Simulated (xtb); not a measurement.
Input for xtb: GFN2-xTB on CH4OSn (SMILES [CH3][Sn][OH]), a point of a torsion scan.

```
$ xtb mol.xyz --gfn 2 --opt vtight --chrg 0 --uhf 0 --input xcontrol
7

C     -1.06704617    -0.08300925     0.03920669
Sn     0.60333021     1.25267605    -0.09808136
O      2.30238250     0.29158168     0.14339396
H     -0.81725401    -0.99093237    -0.56454423
H     -1.96693530     0.34927256    -0.40159101
H     -1.25566704    -0.29788873     1.10028121
H      2.81610092     0.62280076     0.90954990
$constrain
  force constant=1.0
  dihedral: 1,2,3,7,240.0
$end
```

It printed:

```
[...]
           -------------------------------------------------
          |                Calculation Setup                |
           -------------------------------------------------



           -------------------------------------------------
          |                 G F N 2 - x T B                 |
           -------------------------------------------------

        Reference                      10.1021/acs.jctc.8b01176
      * Hamiltonian:
        H0-scaling (s, p, d)           1.850000    2.230000    2.230000
        zeta-weighting                 0.500000
      * Dispersion:
        s8                             2.700000
        a1                             0.520000
        a2                             5.000000
        s9                             5.000000
      * Repulsion:
        kExp                           1.500000    1.000000
        rExp                           1.000000
      * Coulomb:
        alpha                          2.000000
        third order                    shell-resolved
        anisotropic                    true
        a3                             3.000000
        a5                             4.000000
        cn-shift                       1.200000
        cn-exp                         4.000000
        max-rad                        5.000000


          ...................................................
          :                      SETUP                      :
          :.................................................:
          :  # basis functions                  22          :
          :  # atomic orbitals                  21          :
          :  # shells                           11          :
          :  # electrons                        18          :
          :  max. iterations                   250          :
          :  Hamiltonian                  GFN2-xTB          :
          :  restarted?                      false          :
          :  GBSA solvation                  false          :
          :  PC potential                    false          :
          :  electronic temp.          300.0000000     K    :
          :  accuracy                    1.0000000          :
          :  -> integral cutoff          0.2500000E+02      :
          :  -> integral neglect         0.1000000E-07      :
          :  -> SCF convergence          0.1000000E-05 Eh   :
          :  -> wf. convergence          0.1000000E-03 e    :
          :  Broyden damping             0.4000000          :
          :  net charge                          0          :
          :  unpaired electrons                  0          :
          ...................................................

 iter      E             dE          RMSdq      gap      omega  full diag
   1     -9.8683515 -0.986835E+01  0.364E+01    1.16       0.0  T
   2     -9.9883310 -0.119979E+00  0.202E+01    5.85       1.0  T
   3    -10.4079901 -0.419659E+00  0.829E+00    2.77       1.0  T
   4    -10.2638542  0.144136E+00  0.158E+01    1.99       1.0  T
   5    -10.3916907 -0.127836E+00  0.661E+00    2.57       1.0  T
   6    -10.4085697 -0.168790E-01  0.805E-01    3.09       1.0  T
   7    -10.4098230 -0.125334E-02  0.140E-01    3.01       1.0  T
   8    -10.4099317 -0.108715E-03  0.781E-02    2.99       1.0  T
   9    -10.4099406 -0.888156E-05  0.275E-02    2.99       1.4  T
  10    -10.4099408 -0.232628E-06  0.247E-02    2.98       1.5  T
  11    -10.4099413 -0.450290E-06  0.397E-03    2.98       9.5  T
  12    -10.4099413  0.773069E-08  0.389E-03    2.98       9.7  T
  13    -10.4099413 -0.182481E-07  0.340E-04    2.98     111.2  T
  14    -10.4099413 -0.977192E-10  0.442E-05    2.98     855.4  T

   *** convergence criteria satisfied after 14 iterations ***

         #    Occupation            Energy/Eh            Energy/eV
      -------------------------------------------------------------
         1        2.0000           -0.8034941             -21.8642
       ...           ...                  ...                  ...
         3        2.0000           -0.5525084             -15.0345
         4        2.0000           -0.5146174             -14.0035
         5        2.0000           -0.4559821             -12.4079
         6        2.0000           -0.4497596             -12.2386
         7        2.0000           -0.4339126             -11.8074
         8        2.0000           -0.4260597             -11.5937
         9        2.0000           -0.3466976              -9.4341 (HOMO)
        10                         -0.2370789              -6.4512 (LUMO)
        11                         -0.1400308              -3.8104
        12                         -0.1039574              -2.8288
        13                         -0.0818635              -2.2276
        14                         -0.0580166              -1.5787
       ...                                ...                  ...
        21                          0.4892842              13.3141
      -------------------
[...]
    -0.2424679              -6.5979 (LUMO)
        11                         -0.1510075              -4.1091
        12                         -0.1481151              -4.0304
        13                         -0.0856953              -2.3319
        14                         -0.0732120              -1.9922
       ...                                ...                  ...
        21                          0.4526923              12.3184
      -------------------------------------------------------------
                  HL-Gap            0.1105403 Eh            3.0080 eV
             Fermi-level           -0.2977381 Eh           -8.1019 eV

 SCC (total)                   0 d,  0 h,  0 min,  0.005 sec
 SCC setup                      ...        0 min,  0.000 sec (  1.094%)
 Dispersion                     ...        0 min,  0.000 sec (  0.352%)
 classical contributions        ...        0 min,  0.000 sec (  0.131%)
 integral evaluation            ...        0 min,  0.001 sec ( 10.778%)
 iterations                     ...        0 min,  0.003 sec ( 67.599%)
 molecular gradient             ...        0 min,  0.001 sec ( 17.844%)
 printout                       ...        0 min,  0.000 sec (  1.895%)

         :::::::::::::::::::::::::::::::::::::::::::::::::::::
         ::                     SUMMARY                     ::
         :::::::::::::::::::::::::::::::::::::::::::::::::::::
         :: total energy             -10.361508308693 Eh    ::
         :: gradient norm              0.000120528632 Eh/a0 ::
         :: HOMO-LUMO gap              3.007955592946 eV    ::
         ::.................................................::
         :: SCC energy               -10.432213158386 Eh    ::
         :: -> isotropic ES            0.032260638752 Eh    ::
         :: -> anisotropic ES          0.005403117698 Eh    ::
         :: -> anisotropic XC          0.000096711433 Eh    ::
         :: -> dispersion             -0.003015495247 Eh    ::
         :: repulsion energy           0.070701693713 Eh    ::
         :: add. restraining           0.000003155980 Eh    ::
         :: total charge              -0.000000000000 e     ::
         :::::::::::::::::::::::::::::::::::::::::::::::::::::

           -------------------------------------------------
          |                Property Printout                |
           -------------------------------------------------

    * Orbital Energies and Occupations

         #    Occupation            Energy/Eh            Energy/eV
      -------------------------------------------------------------
         1        2.0000           -0.8072240             -21.9657
         2        2.0000           -0.6267806             -17.0556
         3        2.0000           -0.5440306             -14.8038
         4        2.0000           -0.5025568             -13.6753
         5        2.0000           -0.4414498             -12.0125
         6        2.0000           -0.4364714             -11.8770
         7        2.0000           -0.4205012             -11.4424
         8        2.0000           -0.4145560             -11.2806
         9        2.0000           -0.3530083              -9.6058 (HOMO)
        10                         -0.2424679              -6.5979 (LUMO)
        11                         -0.1510075              -4.1091
        12                         -0.1481151              -4.0304
        13                         -0.0856953              -2.3319
        14                         -0.0732120              -1.9922
        15                         -0.0369845              -1.0064
        16                          0.0143593               0.3907
        17                          0.1440158               3.9189
        18                          0.2352232               6.4007
        19                          0.2563662               6.9761
        20                          0.2662941               7.2462
        21                          0.4526923              12.3184
      -------------------------------------------------------------
                  HL-Gap            0.1105403 Eh            3.0080 eV
             Fermi-level           -0.2977381 Eh           -8.1019 eV

     #   Z          covCN         q      C6AA      α(0)
     1   6 C        3.619    -0.221    25.451     7.276
     2  50 Sn       1.607     0.371   449.117    45.604
     3   8 O        1.567    -0.562    24.326     6.655
     4   1 H        0.925     0.056     2.246     2.344
Note: The following floating-point exceptions are signalling: IEEE_UNDERFLOW_FLAG IEEE_DENORMAL
normal termination of xtb
     5   1 H        0.924     0.030     2.581     2.513
     6   1 H        0.924     0.042     2.421     2.433
     7   1 H        0.807     0.283     0.774     1.382

 Mol. C6AA /au·bohr⁶  :       1308.535676
 Mol. C8AA /au·bohr⁸  :      91669.993242
 Mol. α(0) /au        :         68.205695


Wiberg/Mayer (AO) data.
largest (>0.10) Wiberg bond orders for each atom

 ---------------------------------------------------------------------------
     #   Z sym  total        # sym  WBO       # sym  WBO       # sym  WBO
 ---------------------------------------------------------------------------
     1   6 C    3.932 --     2 Sn   1.075     5 H    0.954     4 H    0.942
                             6 H    0.940
     2  50 Sn   2.427 --     3 O    1.174     1 C    1.075
     3   8 O    2.090 --     2 Sn   1.174     7 H    0.891
     4   1 H    0.997 --     1 C    0.942
     5   1 H    0.999 --     1 C    0.954
     6   1 H    0.998 --     1 C    0.940
     7   1 H    0.920 --     3 O    0.891
 ---------------------------------------------------------------------------

Topologies differ in total number of bonds
Writing topology from bond orders to xtbtopo.mol

molecular dipole:
                 x           y           z       tot (Debye)
 q only:       -0.228       0.842       0.157
   full:       -0.231       1.317       0.141       3.418
molecular quadrupole (traceless):
                xx          xy          yy          xz          yz          zz
 q only:       -3.051       1.216       3.352       2.248      -0.222      -0.300
  q+dip:       -3.554       3.190       6.025       2.745      -1.066      -2.471
   full:       -5.291       1.899       3.675       2.856       0.117       1.616

           -------------------------------------------------
          |                Geometry Summary                 |
           -------------------------------------------------

      molecular mass/u    :      150.7520164
   center of mass at/Å    :        0.5842653       1.2650385      -0.0972090
  moments of inertia/u·Å² :        0.5834967E+02   0.9057414E+02   0.1451319E+03
rotational constants/cm⁻¹ :        0.2889071E+00   0.1861197E+00   0.1161539E+00

 * 4 selected distances

     #   Z          #   Z                                           value/Å
     1   6 C        4   1 H                                       1.0911859
     1   6 C        5   1 H                                       1.0921652
     1   6 C        6   1 H                                       1.0931800 (max)
     3   8 O        7   1 H                                       0.9512775 (min)

 * 2 distinct bonds (by element types)

   Z      Z             #   av. dist./Å        max./Å        min./Å
   1 H    6 C           3     1.0921770     1.0931800     1.0911859
   1 H    8 O           1     0.9512775     0.9512775     0.9512775


optimized geometry written to: xtbopt.xyz


           -------------------------------------------------
          | TOTAL ENERGY              -10.361508308693 Eh   |
          | GRADIENT NORM               0.000120528632 Eh/α |
          | HOMO-LUMO GAP               3.007955592946 eV   |
           -------------------------------------------------

------------------------------------------------------------------------
------------------------------------------------------------------------
 total:
 SCF:
 ANC optimizer:
```

The run finished.

Warnings raised: the energy holds the restraint's term.

Cost: roughly 0.08 core-seconds.
